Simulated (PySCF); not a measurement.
## From a computed spectrum to the compound

A species of 9 atoms with charge -1 has these harmonic modes (PBE0, small Gaussian bases with core potentials, PySCF 2.14.0):

| cm⁻¹ | km/mol |
| --- | --- |
| 88 | 19.4 |
| 90 | 22.2 |
| 90 | 22.2 |
| 102 | 0.0 |
| 106 | 0.1 |
| 150 | 0.0 |
| 151 | 0.0 |
| 151 | 0.0 |
| 211 | 0.0 |
| 211 | 15.2 |
| 237 | 352.9 |
| 237 | 359.9 |
| 237 | 360.0 |
| 486 | 210.7 |
| 486 | 213.0 |
| 486 | 213.0 |
| 526 | 0.0 |
| 4005 | 0.0 |
| 4006 | 13.9 |
| 4006 | 13.9 |
| 4006 | 13.7 |

(1) Which species is it, and in which structure?

## Answers

(1) [Ce(OH)4]− (singlet in the valence; each metal's 4f electrons, 1 of them, lie in its core potential, out of spins and levels):
```xyz
9

Ce    0.0000    0.0000    0.0000
O     1.4115    1.1428    1.2820
H     1.9856    1.6744    1.8298
O    -1.4115   -1.1428    1.2820
H    -1.9856   -1.6744    1.8298
O     1.1428   -1.4115   -1.2820
H     1.6744   -1.9856   -1.8298
O    -1.1428    1.4115   -1.2820
H    -1.6744    1.9856   -1.8298
```
Ideal gas at 298.15 K and 1 bar: S = 445.3 J/(mol K), Cp = 156.7 J/(mol K), H − H(0 K) = 34.0 kJ/mol (rigid rotor, harmonic modes, spin degeneracy alone, that of the 4f electrons in the core included). The run didn't use the full symmetry, so degenerate modes split by noise. An lcecp potential fixes the number of 4f electrons, so in runs with it no electron can move into or out of that shell.
 Other answers can fit too; this one was computed.
